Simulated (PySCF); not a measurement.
C$_{2}$HCl$_{3}$, charge +1, doublet, at a GFN2-xTB geometry (a state made from the parent by changing its charge; the spin is typed, not shown lowest), with bond 4-3 at 1.4 times its length; CASSCF(5,4)/6-31G run with PySCF.

Input for PySCF:
```python
from pyscf import gto, scf, mcscf
import numpy

mol = gto.M(
    atom='''
Cl    2.15940929    0.60279308   -0.00249922
C     0.98178668   -0.55736089   -0.02869428
C    -0.37750363   -0.26814148   -0.00495794
Cl   -1.18608790    1.94626778    0.07685711
Cl   -1.49420840   -1.53109189   -0.03519440
H     1.30197155   -1.59675592   -0.06647868
''',
    basis='6-31g',
    charge=1,
    spin=1,
    verbose=4,
)

mf = scf.ROHF(mol)
mf.kernel()
mc = mcscf.CASSCF(mf, 4, 5)
mc.fix_spin_(ss=0.75)
mc.kernel()
occ = numpy.linalg.eigvalsh(mc.fcisolver.make_rdm1(mc.ci, mc.ncas, mc.nelecas))[::-1]
ss = mc.fcisolver.spin_square(mc.ci, mc.ncas, mc.nelecas)[0]
print('natural occupations', occ.round(4), ' <S^2>', round(ss, 4))
```

Output, abridged:

```
PySCF version 2.14.0

[INPUT] verbose = 4
[INPUT] num. atoms = 6
[INPUT] num. electrons = 63
[INPUT] charge = 1
[INPUT] spin (= nelec alpha-beta = 2S) = 1
[INPUT] symmetry False subgroup None
[INPUT] Mole.unit = angstrom
[INPUT] Symbol           X                Y                Z      unit          X                Y                Z       unit  Magmom
[...]
nuclear repulsion = 293.789053996602
number of shells = 33
number of NR pGTOs = 186
number of NR cGTOs = 59
basis = 6-31g
ecp = {}

******** <class 'pyscf.scf.rohf.ROHF'> ********
method = ROHF
initial guess = minao
damping factor = 0
level_shift factor = 0
DIIS = <class 'pyscf.scf.diis.CDIIS'>
diis_start_cycle = 1
diis_space = 8
diis_damp = 0
SCF conv_tol = 1e-09
SCF conv_tol_grad = None
SCF max_cycles = 50
direct_scf = True
direct_scf_tol = 1e-13
num. doubly occ = 31  num. singly occ = 1
Set gradient conv threshold to 3.16228e-05
init E= -1455.18636837547
[...]
cycle= 1 E= -1453.76337802571  delta_E= 1.42  |g|= 0.94  |ddm|= 1.79
[...]
cycle= 2 E= -1453.25234543714  delta_E= 0.511  |g|= 1.62  |ddm|=  2.3
[...]
cycle= 3 E= -1454.1384472607  delta_E= -0.886  |g|= 0.249  |ddm|= 1.63
[...]
cycle= 4 E= -1454.17131000155  delta_E= -0.0329  |g|= 0.0825  |ddm|= 0.337
[...]
cycle= 5 E= -1454.17712505519  delta_E= -0.00582  |g|= 0.0338  |ddm|= 0.145
[...]
cycle= 6 E= -1454.17878099434  delta_E= -0.00166  |g|= 0.0173  |ddm|= 0.0878
[...]
cycle= 7 E= -1454.17910050714  delta_E= -0.00032  |g|= 0.0057  |ddm|= 0.0426
[...]
cycle= 8 E= -1454.17913801265  delta_E= -3.75e-05  |g|= 0.00178  |ddm|= 0.016
[...]
cycle= 9 E= -1454.17914267005  delta_E= -4.66e-06  |g|= 0.00113  |ddm|= 0.00553
[...]
cycle= 10 E= -1454.1791437032  delta_E= -1.03e-06  |g|= 0.000506  |ddm|= 0.00206
[...]
cycle= 11 E= -1454.17914405928  delta_E= -3.56e-07  |g|= 0.000181  |ddm|= 0.00172
[...]
cycle= 12 E= -1454.17914409756  delta_E= -3.83e-08  |g|= 0.000122  |ddm|= 0.000399
[...]
cycle= 13 E= -1454.17914412074  delta_E= -2.32e-08  |g|= 3.86e-05  |ddm|= 0.000476
[...]
cycle= 14 E= -1454.17914412329  delta_E= -2.55e-09  |g|= 1.17e-05  |ddm|= 0.000153
[...]
cycle= 15 E= -1454.17914412352  delta_E= -2.32e-10  |g|= 5.22e-06  |ddm|= 4.63e-05
[...]
Extra cycle  E= -1454.17914412355  delta_E= -2.91e-11  |g|= 2.85e-06  |ddm|= 1.01e-05
converged SCF energy = -1454.17914412355

******** <class 'pyscf.mcscf.mc1step.CASSCF'> ********
CAS (3e+2e, 4o), ncore = 29, nvir = 26
max_cycle_macro = 50
max_cycle_micro = 4
conv_tol = 1e-07
conv_tol_grad = None
orbital rotation max_stepsize = 0.02
orbital rotation threshold for CI restart = 0.01
augmented hessian ah_max_cycle = 30
augmented hessian ah_conv_tol = 1e-12
augmented hessian ah_linear dependence = 1e-14
augmented hessian ah_level shift = 1e-08
augmented hessian ah_start_tol = 2.5
augmented hessian ah_start_cycle = 3
augmented hessian ah_grad_trust_region = 3
kf_trust_region = 3
kf_interval = 4
ci_response_space = 4
ci_grad_trust_region = 3
with_dep4 0
natorb = False
canonicalization = True
sorting_mo_energy = False
ao2mo_level = 2
internal_rotation = False
******** <class 'pyscf.fci.addons.SpinPenaltyFCISolver'> ********
max. cycles = 50
conv_tol = 1e-08
davidson only = True
linear dependence = 1e-12
level shift = 0.001
max iter space = 12
nroots = 1
pspace_size = 400
spin = None
CASCI E = -1454.19348222213  S^2 = 0.7500000
Set conv_tol_grad to 0.000316228
macro iter   1 ( 21 JK    4 micro), CASSCF E = -1454.22527157782  dE = -3.17893557e-02  S^2 = 0.7500000
               |grad[o]|= 0.04  |grad[c]|=0.0607  |ddm|=0.0915  |maxRot[o]|=0.295
macro iter   2 ( 21 JK    4 micro), CASSCF E = -1454.23182872161  dE = -6.55714379e-03  S^2 = 0.7500000
               |grad[o]|=0.0414  |grad[c]|=0.029  |ddm|=0.00492  |maxRot[o]|=0.131
macro iter   3 ( 21 JK    4 micro), CASSCF E = -1454.23288116191  dE = -1.05244030e-03  S^2 = 0.7500000
               |grad[o]|=0.0131  |grad[c]|=0.0131  |ddm|=0.00481  |maxRot[o]|= 0.27
macro iter   4 ( 21 JK    4 micro), CASSCF E = -1454.23312455939  dE = -2.43397481e-04  S^2 = 0.7500000
               |grad[o]|=0.0058  |grad[c]|=0.00342  |ddm|=0.00571  |maxRot[o]|=0.0353
macro iter   5 ( 11 JK    3 micro), CASSCF E = -1454.23344139186  dE = -3.16832467e-04  S^2 = 0.7500000
               |grad[o]|=0.00253  |grad[c]|=0.00622  |ddm|=0.00229  |maxRot[o]|=0.103
macro iter   6 ( 12 JK    3 micro), CASSCF E = -1454.23363787201  dE = -1.96480146e-04  S^2 = 0.7500000
               |grad[o]|=0.00216  |grad[c]|=0.0063  |ddm|=0.00373  |maxRot[o]|=0.107
macro iter   7 ( 21 JK    4 micro), CASSCF E = -1454.23359342865  dE =  4.44433535e-05  S^2 = 0.7500000
               |grad[o]|=0.0015  |grad[c]|=0.00557  |ddm|=0.0102  |maxRot[o]|=0.214
macro iter   8 ( 21 JK    4 micro), CASSCF E = -1454.23363551713  dE = -4.20884794e-05  S^2 = 0.7500000
               |grad[o]|=0.00282  |grad[c]|=0.00118  |ddm|=0.00535  |maxRot[o]|=0.0789
macro iter   9 ( 21 JK    4 micro), CASSCF E = -1454.23365409013  dE = -1.85729994e-05  S^2 = 0.7500000
               |grad[o]|=0.000977  |grad[c]|=0.000831  |ddm|=0.00302  |maxRot[o]|=0.0735
macro iter  10 ( 21 JK    4 micro), CASSCF E = -1454.23365748467  dE = -3.39453413e-06  S^2 = 0.7500000
               |grad[o]|=0.000714  |grad[c]|=0.000485  |ddm|=0.00443  |maxRot[o]|=0.0352
macro iter  11 (  6 JK    2 micro), CASSCF E = -1454.23368851360  dE = -3.10289354e-05  S^2 = 0.7500000
               |grad[o]|=0.000558  |grad[c]|=0.000297  |ddm|=0.00628  |maxRot[o]|=0.0429
macro iter  12 ( 15 JK    4 micro), CASSCF E = -1454.23365958280  dE =  2.89308005e-05  S^2 = 0.7500000
               |grad[o]|=0.000438  |grad[c]|=0.00187  |ddm|=0.00128  |maxRot[o]|=0.0708
macro iter  13 ( 21 JK    4 micro), CASSCF E = -1454.23368235115  dE = -2.27683461e-05  S^2 = 0.7500000
               |grad[o]|=0.000889  |grad[c]|=0.00128  |ddm|=0.0025  |maxRot[o]|=0.0719
macro iter  14 (  7 JK    2 micro), CASSCF E = -1454.23369716396  dE = -1.48128158e-05  S^2 = 0.7500000
               |grad[o]|=0.000365  |grad[c]|=0.000684  |ddm|=0.00316  |maxRot[o]|=0.0369
macro iter  15 (  4 JK    1 micro), CASSCF E = -1454.23370105948  dE = -3.89551474e-06  S^2 = 0.7500000
               |grad[o]|=0.000365  |grad[c]|=0.000635  |ddm|=0.00203  |maxRot[o]|=0.0275
macro iter  16 (  6 JK    2 micro), CASSCF E = -1454.23370152246  dE = -4.62978733e-07  S^2 = 0.7500000
               |grad[o]|=0.000278  |grad[c]|=0.000113  |ddm|=0.000454  |maxRot[o]|=0.0105
macro iter  17 (  3 JK    1 micro), CASSCF E = -1454.23370156100  dE = -3.85418844e-08  S^2 = 0.7500000
               |grad[o]|=5.14e-05  |grad[c]|=7.2e-05  |ddm|=0.000175  |maxRot[o]|=0.00238
1-step CASSCF converged in  17 macro (253 JK  54 micro) steps
CASSCF canonicalization
Density matrix diagonal elements [1.9902923  1.80415486 1.00905327 0.19649956]
CASSCF energy = -1454.23370156100
CASCI E = -1454.23370156100  E(CI) = -6.61151628702555  S^2 = 0.7500000
natural occupations [1.9935 1.8044 1.0058 0.1963]  <S^2> 0.75
```
